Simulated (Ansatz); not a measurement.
**Molecular dynamics of AgBr**

Input:

```yaml
crystal:
  periodic: [false, false, false]
  atoms:
    - { symbol: Br, position_ang: [1.044322, -0.394906, 0.521253] }
    - { symbol: Ag, position_ang: [-1.014822, 0.334706, -0.517153] }
basis:
  gaussian: { orbitals: def2-SVP }
hamiltonian:
  xc: pbe0
  dispersion: d4
md:
  timestep: 2.0
  n_steps: 250
  ensemble: nve
  temperature: 500.0
  initial_velocities: maxwell_boltzmann
  seed: 623209
scf:
  lower_state_search: "off"
```

Launched with:

```bash
$ ansatz run input.yaml --threads 1 --pin off --max-ram 2048MiB --backend cpu --events-out ev --progress --plain --runs-dir out
```

It starts from a relaxed structure.

Output, in part (one step line in 3, the closing report, with atoms numbered from 0):

```
md step     0: t =     0.00 fs  T =   500.0 K  F+E_penalty+E_count = -74029.55704326 eV  E_kin = 0.021543 eV  conserved = -74029.53549993 eV  (15 SCF iters)
md step     3: t =     6.00 fs  T =   467.5 K  F+E_penalty+E_count = -74029.55564024 eV  E_kin = 0.020141 eV  conserved = -74029.53549906 eV  (22 SCF iters)
md step     6: t =    12.00 fs  T =   366.2 K  F+E_penalty+E_count = -74029.55126995 eV  E_kin = 0.015779 eV  conserved = -74029.53549074 eV  (22 SCF iters)
md step     9: t =    18.00 fs  T =   225.1 K  F+E_penalty+E_count = -74029.54517729 eV  E_kin = 0.009701 eV  conserved = -74029.53547667 eV  (14 SCF iters)
md step    12: t =    24.00 fs  T =    90.4 K  F+E_penalty+E_count = -74029.53935635 eV  E_kin = 0.003894 eV  conserved = -74029.53546193 eV  (15 SCF iters)
md step    15: t =    30.00 fs  T =     9.7 K  F+E_penalty+E_count = -74029.53586920 eV  E_kin = 0.000417 eV  conserved = -74029.53545262 eV  (13 SCF iters)
md step    18: t =    36.00 fs  T =    12.9 K  F+E_penalty+E_count = -74029.53600793 eV  E_kin = 0.000555 eV  conserved = -74029.53545300 eV  (13 SCF iters)
md step    21: t =    42.00 fs  T =    98.8 K  F+E_penalty+E_count = -74029.53972039 eV  E_kin = 0.004258 eV  conserved = -74029.53546288 eV  (15 SCF iters)
md step    24: t =    48.00 fs  T =   235.7 K  F+E_penalty+E_count = -74029.54563406 eV  E_kin = 0.010156 eV  conserved = -74029.53547777 eV  (14 SCF iters)
md step    27: t =    54.00 fs  T =   375.3 K  F+E_penalty+E_count = -74029.55166335 eV  E_kin = 0.016172 eV  conserved = -74029.53549157 eV  (22 SCF iters)
md step    30: t =    60.00 fs  T =   472.3 K  F+E_penalty+E_count = -74029.55584946 eV  E_kin = 0.020350 eV  conserved = -74029.53549938 eV  (22 SCF iters)
md step    33: t =    66.00 fs  T =   499.4 K  F+E_penalty+E_count = -74029.55701764 eV  E_kin = 0.021518 eV  conserved = -74029.53549971 eV  (22 SCF iters)
md step    36: t =    72.00 fs  T =   453.4 K  F+E_penalty+E_count = -74029.55502812 eV  E_kin = 0.019534 eV  conserved = -74029.53549370 eV  (22 SCF iters)
md step    39: t =    78.00 fs  T =   351.8 K  F+E_penalty+E_count = -74029.55064359 eV  E_kin = 0.015160 eV  conserved = -74029.53548399 eV  (16 SCF iters)
md step    42: t =    84.00 fs  T =   225.1 K  F+E_penalty+E_count = -74029.54517236 eV  E_kin = 0.009699 eV  conserved = -74029.53547352 eV  (15 SCF iters)
md step    45: t =    90.00 fs  T =   106.7 K  F+E_penalty+E_count = -74029.54006192 eV  E_kin = 0.004597 eV  conserved = -74029.53546466 eV  (15 SCF iters)
md step    48: t =    96.00 fs  T =    25.5 K  F+E_penalty+E_count = -74029.53655763 eV  E_kin = 0.001099 eV  conserved = -74029.53545895 eV  (14 SCF iters)
md step    51: t =   102.00 fs  T =     0.3 K  F+E_penalty+E_count = -74029.53546880 eV  E_kin = 0.000012 eV  conserved = -74029.53545722 eV  (9 SCF iters)
md step    54: t =   108.00 fs  T =    36.7 K  F+E_penalty+E_count = -74029.53704053 eV  E_kin = 0.001581 eV  conserved = -74029.53545972 eV  (14 SCF iters)
md step    57: t =   114.00 fs  T =   126.5 K  F+E_penalty+E_count = -74029.54091810 eV  E_kin = 0.005452 eV  conserved = -74029.53546609 eV  (14 SCF iters)
md step    60: t =   120.00 fs  T =   248.9 K  F+E_penalty+E_count = -74029.54619893 eV  E_kin = 0.010724 eV  conserved = -74029.53547540 eV  (15 SCF iters)
md step    63: t =   126.00 fs  T =   373.5 K  F+E_penalty+E_count = -74029.55157935 eV  E_kin = 0.016093 eV  conserved = -74029.53548592 eV  (15 SCF iters)
md step    66: t =   132.00 fs  T =   466.8 K  F+E_penalty+E_count = -74029.55560907 eV  E_kin = 0.020114 eV  conserved = -74029.53549525 eV  (22 SCF iters)
md step    69: t =   138.00 fs  T =   500.1 K  F+E_penalty+E_count = -74029.55704927 eV  E_kin = 0.021549 eV  conserved = -74029.53550020 eV  (22 SCF iters)
md step    72: t =   144.00 fs  T =   459.1 K  F+E_penalty+E_count = -74029.55528157 eV  E_kin = 0.019783 eV  conserved = -74029.53549849 eV  (22 SCF iters)
md step    75: t =   150.00 fs  T =   351.6 K  F+E_penalty+E_count = -74029.55063682 eV  E_kin = 0.015147 eV  conserved = -74029.53548938 eV  (22 SCF iters)
md step    78: t =   156.00 fs  T =   208.7 K  F+E_penalty+E_count = -74029.54446660 eV  E_kin = 0.008992 eV  conserved = -74029.53547494 eV  (14 SCF iters)
md step    81: t =   162.00 fs  T =    77.8 K  F+E_penalty+E_count = -74029.53881277 eV  E_kin = 0.003352 eV  conserved = -74029.53546051 eV  (14 SCF iters)
md step    84: t =   168.00 fs  T =     5.6 K  F+E_penalty+E_count = -74029.53569156 eV  E_kin = 0.000239 eV  conserved = -74029.53545215 eV  (13 SCF iters)
md step    87: t =   174.00 fs  T =    18.8 K  F+E_penalty+E_count = -74029.53626307 eV  E_kin = 0.000809 eV  conserved = -74029.53545370 eV  (14 SCF iters)
md step    90: t =   180.00 fs  T =   112.5 K  F+E_penalty+E_count = -74029.54031259 eV  E_kin = 0.004848 eV  conserved = -74029.53546443 eV  (15 SCF iters)
md step    93: t =   186.00 fs  T =   252.3 K  F+E_penalty+E_count = -74029.54634858 eV  E_kin = 0.010869 eV  conserved = -74029.53547949 eV  (15 SCF iters)
md step    96: t =   192.00 fs  T =   389.1 K  F+E_penalty+E_count = -74029.55225791 eV  E_kin = 0.016765 eV  conserved = -74029.53549281 eV  (22 SCF iters)
md step    99: t =   198.00 fs  T =   479.1 K  F+E_penalty+E_count = -74029.55614388 eV  E_kin = 0.020644 eV  conserved = -74029.53549980 eV  (22 SCF iters)
md step   102: t =   204.00 fs  T =   497.7 K  F+E_penalty+E_count = -74029.55694394 eV  E_kin = 0.021445 eV  conserved = -74029.53549931 eV  (22 SCF iters)
md step   105: t =   210.00 fs  T =   444.2 K  F+E_penalty+E_count = -74029.55463251 eV  E_kin = 0.019140 eV  conserved = -74029.53549274 eV  (22 SCF iters)
md step   108: t =   216.00 fs  T =   338.2 K  F+E_penalty+E_count = -74029.55005397 eV  E_kin = 0.014571 eV  conserved = -74029.53548280 eV  (16 SCF iters)
md step   111: t =   222.00 fs  T =   210.7 K  F+E_penalty+E_count = -74029.54455215 eV  E_kin = 0.009080 eV  conserved = -74029.53547241 eV  (15 SCF iters)
md step   114: t =   228.00 fs  T =    95.2 K  F+E_penalty+E_count = -74029.53956698 eV  E_kin = 0.004103 eV  conserved = -74029.53546384 eV  (15 SCF iters)
md step   117: t =   234.00 fs  T =    19.6 K  F+E_penalty+E_count = -74029.53630427 eV  E_kin = 0.000846 eV  conserved = -74029.53545855 eV  (14 SCF iters)
md step   120: t =   240.00 fs  T =     1.3 K  F+E_penalty+E_count = -74029.53551431 eV  E_kin = 0.000057 eV  conserved = -74029.53545730 eV  (9 SCF iters)
md step   123: t =   246.00 fs  T =    44.4 K  F+E_penalty+E_count = -74029.53737472 eV  E_kin = 0.001914 eV  conserved = -74029.53546026 eV  (14 SCF iters)
md step   126: t =   252.00 fs  T =   139.2 K  F+E_penalty+E_count = -74029.54146476 eV  E_kin = 0.005998 eV  conserved = -74029.53546703 eV  (14 SCF iters)
md step   129: t =   258.00 fs  T =   263.4 K  F+E_penalty+E_count = -74029.54682740 eV  E_kin = 0.011351 eV  conserved = -74029.53547657 eV  (15 SCF iters)
md step   132: t =   264.00 fs  T =   386.2 K  F+E_penalty+E_count = -74029.55212760 eV  E_kin = 0.016641 eV  conserved = -74029.53548709 eV  (15 SCF iters)
md step   135: t =   270.00 fs  T =   474.0 K  F+E_penalty+E_count = -74029.55591938 eV  E_kin = 0.020423 eV  conserved = -74029.53549609 eV  (22 SCF iters)
md step   138: t =   276.00 fs  T =   499.3 K  F+E_penalty+E_count = -74029.55701346 eV  E_kin = 0.021513 eV  conserved = -74029.53550038 eV  (22 SCF iters)
md step   141: t =   282.00 fs  T =   450.0 K  F+E_penalty+E_count = -74029.55488519 eV  E_kin = 0.019387 eV  conserved = -74029.53549783 eV  (22 SCF iters)
md step   144: t =   288.00 fs  T =   336.4 K  F+E_penalty+E_count = -74029.54998350 eV  E_kin = 0.014496 eV  conserved = -74029.53548796 eV  (14 SCF iters)
md step   147: t =   294.00 fs  T =   192.4 K  F+E_penalty+E_count = -74029.54376248 eV  E_kin = 0.008289 eV  conserved = -74029.53547321 eV  (14 SCF iters)
md step   150: t =   300.00 fs  T =    66.0 K  F+E_penalty+E_count = -74029.53830232 eV  E_kin = 0.002843 eV  conserved = -74029.53545916 eV  (14 SCF iters)
md step   153: t =   306.00 fs  T =     2.6 K  F+E_penalty+E_count = -74029.53556239 eV  E_kin = 0.000111 eV  conserved = -74029.53545180 eV  (13 SCF iters)
md step   156: t =   312.00 fs  T =    25.7 K  F+E_penalty+E_count = -74029.53656384 eV  E_kin = 0.001109 eV  conserved = -74029.53545451 eV  (14 SCF iters)
md step   159: t =   318.00 fs  T =   126.8 K  F+E_penalty+E_count = -74029.54093074 eV  E_kin = 0.005465 eV  conserved = -74029.53546606 eV  (15 SCF iters)
md step   162: t =   324.00 fs  T =   268.8 K  F+E_penalty+E_count = -74029.54706135 eV  E_kin = 0.011580 eV  conserved = -74029.53548131 eV  (15 SCF iters)
md step   165: t =   330.00 fs  T =   402.3 K  F+E_penalty+E_count = -74029.55282582 eV  E_kin = 0.017332 eV  conserved = -74029.53549396 eV  (22 SCF iters)
md step   168: t =   336.00 fs  T =   485.0 K  F+E_penalty+E_count = -74029.55639794 eV  E_kin = 0.020898 eV  conserved = -74029.53550013 eV  (22 SCF iters)
md step   171: t =   342.00 fs  T =   495.1 K  F+E_penalty+E_count = -74029.55682975 eV  E_kin = 0.021331 eV  conserved = -74029.53549884 eV  (22 SCF iters)
md step   174: t =   348.00 fs  T =   434.4 K  F+E_penalty+E_count = -74029.55420756 eV  E_kin = 0.018716 eV  conserved = -74029.53549173 eV  (22 SCF iters)
md step   177: t =   354.00 fs  T =   324.3 K  F+E_penalty+E_count = -74029.54945253 eV  E_kin = 0.013971 eV  conserved = -74029.53548160 eV  (16 SCF iters)
md step   180: t =   360.00 fs  T =   196.5 K  F+E_penalty+E_count = -74029.54393878 eV  E_kin = 0.008467 eV  conserved = -74029.53547132 eV  (15 SCF iters)
md step   183: t =   366.00 fs  T =    84.3 K  F+E_penalty+E_count = -74029.53909443 eV  E_kin = 0.003631 eV  conserved = -74029.53546306 eV  (14 SCF iters)
md step   186: t =   372.00 fs  T =    14.5 K  F+E_penalty+E_count = -74029.53608295 eV  E_kin = 0.000625 eV  conserved = -74029.53545819 eV  (14 SCF iters)
md step   189: t =   378.00 fs  T =     3.2 K  F+E_penalty+E_count = -74029.53559414 eV  E_kin = 0.000137 eV  conserved = -74029.53545742 eV  (10 SCF iters)
md step   192: t =   384.00 fs  T =    52.8 K  F+E_penalty+E_count = -74029.53773782 eV  E_kin = 0.002277 eV  conserved = -74029.53546084 eV  (14 SCF iters)
md step   195: t =   390.00 fs  T =   152.3 K  F+E_penalty+E_count = -74029.54202801 eV  E_kin = 0.006560 eV  conserved = -74029.53546799 eV  (14 SCF iters)
md step   198: t =   396.00 fs  T =   278.0 K  F+E_penalty+E_count = -74029.54745520 eV  E_kin = 0.011977 eV  conserved = -74029.53547775 eV  (15 SCF iters)
md step   201: t =   402.00 fs  T =   398.5 K  F+E_penalty+E_count = -74029.55265640 eV  E_kin = 0.017168 eV  conserved = -74029.53548822 eV  (15 SCF iters)
md step   204: t =   408.00 fs  T =   480.4 K  F+E_penalty+E_count = -74029.55619469 eV  E_kin = 0.020698 eV  conserved = -74029.53549687 eV  (22 SCF iters)
md step   207: t =   414.00 fs  T =   497.5 K  F+E_penalty+E_count = -74029.55693563 eV  E_kin = 0.021435 eV  conserved = -74029.53550048 eV  (22 SCF iters)
md step   210: t =   420.00 fs  T =   439.9 K  F+E_penalty+E_count = -74029.55445244 eV  E_kin = 0.018955 eV  conserved = -74029.53549707 eV  (22 SCF iters)
md step   213: t =   426.00 fs  T =   320.9 K  F+E_penalty+E_count = -74029.54931271 eV  E_kin = 0.013826 eV  conserved = -74029.53548648 eV  (14 SCF iters)
md step   216: t =   432.00 fs  T =   176.3 K  F+E_penalty+E_count = -74029.54306815 eV  E_kin = 0.007597 eV  conserved = -74029.53547148 eV  (15 SCF iters)
md step   219: t =   438.00 fs  T =    55.0 K  F+E_penalty+E_count = -74029.53782750 eV  E_kin = 0.002370 eV  conserved = -74029.53545790 eV  (14 SCF iters)
md step   222: t =   444.00 fs  T =     0.7 K  F+E_penalty+E_count = -74029.53548235 eV  E_kin = 0.000031 eV  conserved = -74029.53545158 eV  (13 SCF iters)
md step   225: t =   450.00 fs  T =    33.7 K  F+E_penalty+E_count = -74029.53690876 eV  E_kin = 0.001453 eV  conserved = -74029.53545544 eV  (14 SCF iters)
md step   228: t =   456.00 fs  T =   141.7 K  F+E_penalty+E_count = -74029.54157185 eV  E_kin = 0.006104 eV  conserved = -74029.53546770 eV  (15 SCF iters)
md step   231: t =   462.00 fs  T =   285.1 K  F+E_penalty+E_count = -74029.54776897 eV  E_kin = 0.012286 eV  conserved = -74029.53548296 eV  (15 SCF iters)
md step   234: t =   468.00 fs  T =   414.7 K  F+E_penalty+E_count = -74029.55336486 eV  E_kin = 0.017870 eV  conserved = -74029.53549502 eV  (22 SCF iters)
md step   237: t =   474.00 fs  T =   490.0 K  F+E_penalty+E_count = -74029.55661093 eV  E_kin = 0.021111 eV  conserved = -74029.53550034 eV  (22 SCF iters)
md step   240: t =   480.00 fs  T =   491.5 K  F+E_penalty+E_count = -74029.55667591 eV  E_kin = 0.021178 eV  conserved = -74029.53549837 eV  (22 SCF iters)
md step   243: t =   486.00 fs  T =   423.9 K  F+E_penalty+E_count = -74029.55375502 eV  E_kin = 0.018264 eV  conserved = -74029.53549069 eV  (22 SCF iters)
md step   246: t =   492.00 fs  T =   310.1 K  F+E_penalty+E_count = -74029.54884140 eV  E_kin = 0.013361 eV  conserved = -74029.53548041 eV  (15 SCF iters)
md step   249: t =   498.00 fs  T =   182.5 K  F+E_penalty+E_count = -74029.54333422 eV  E_kin = 0.007864 eV  conserved = -74029.53547026 eV  (15 SCF iters)
md step   250: t =   500.00 fs  T =   142.7 K  F+E_penalty+E_count = -74029.54161678 eV  E_kin = 0.006149 eV  conserved = -74029.53546729 eV  (15 SCF iters)
Total energy: -74029.54164490 eV, -2720.5354764243 hartree
Atom 0 at     1.071899    -0.404677     0.535160 Å, force    -0.437552     0.155037    -0.220653 eV/Å
Atom 1 at    -1.035250     0.341944    -0.527455 Å, force     0.437552    -0.155037     0.220653 eV/Å
Dipole moment:    -0.965539     0.342117    -0.486912 e Å
```

All steps were run. The conserved energy stayed within 0.024 meV per atom of its start (net change 0.017 meV per atom), so the integration is sound. The temperature averaged 0.54 of the 500 K drawn at the start: a run that starts near a minimum puts about half its kinetic energy into the potential. A run of 0.5 ps of so small a system gives no equilibrium averages.

The same pairs are bonded in the first frame and the last. Pairs count as bonded within 1.25 times the sum of covalent radii (0.12 Å more for H–H).

Last frame:

```xyz
2
Properties=species:S:1:pos:R:3
Br 1.072 -0.405 0.535
Ag -1.035 0.342 -0.527
```

Time of the run: 3.4 min on 1 thread of AMD EPYC 9R45 96-Core Processor (Zen 5) (shared host), peak memory 0.22 GiB.
